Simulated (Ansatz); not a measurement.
The cluster ZrO₂⁻, relaxed as a doublet with UKS PBE-D4/def2-TZVPD in Ansatz, starting from the GFN1-xTB geometry. Force threshold 0.02 eV/Å.

In the def2 sets Zr takes a core potential; there is no spin–orbit coupling. The structure holds 1 bond(s) between oxygen atoms. The charge -1 doublet is spin-contaminated (final ⟨S²⟩ up to 0.85, 0.75 for a pure state). The highest occupied level of the charge -1 doublet lies above zero (up to 1.43 eV). It is a level of α spin, whose loss leaves a singlet; that state wasn't run at this geometry and level. The electron is either unbound and held by the finite basis, or the level is raised by self-interaction error. The relaxation made no stability test and no search for a lower SCF solution. No other spin state of charge -1 was run. Another isomer (doublet) lies 4.62 eV lower at PBE0-D4/def2-TZVPD; other spin states weren't run for this one.

Start:

```csv
atom,x (Å),y (Å),z (Å)
Zr1,0.2620,-0.1565,1.1564
O2,-0.4706,-0.5764,-0.5918
O3,0.2086,0.7329,-0.5646
```

```tsv
step	energy (eV)	largest force component (eV/Å)	SCF passes
1	-5371.0211	1.436	28
2	-5371.0538	0.273	34
3	-5371.0552	0.021	32
4 (rejected)	-5371.0551	0.040	31
5	-5371.0552	0.001	32
```

Force components are those of the run's own axes.

End:

Cartesian coordinates in Å:
```
Zr 0.2680 -0.1612 1.1849
O -0.4736 -0.5747 -0.6049
O 0.2056 0.7359 -0.5800
```

By distances, no bond broke or formed. The bond that changes most is Zr1–O3, from 1.94 to 1.98 Å (atoms count from 1).

No frequencies were taken in this run, so the end may be a saddle point.

Hardware: 4 threads of Arm Neoverse N1 on a shared host. Wall time 8.5 s.
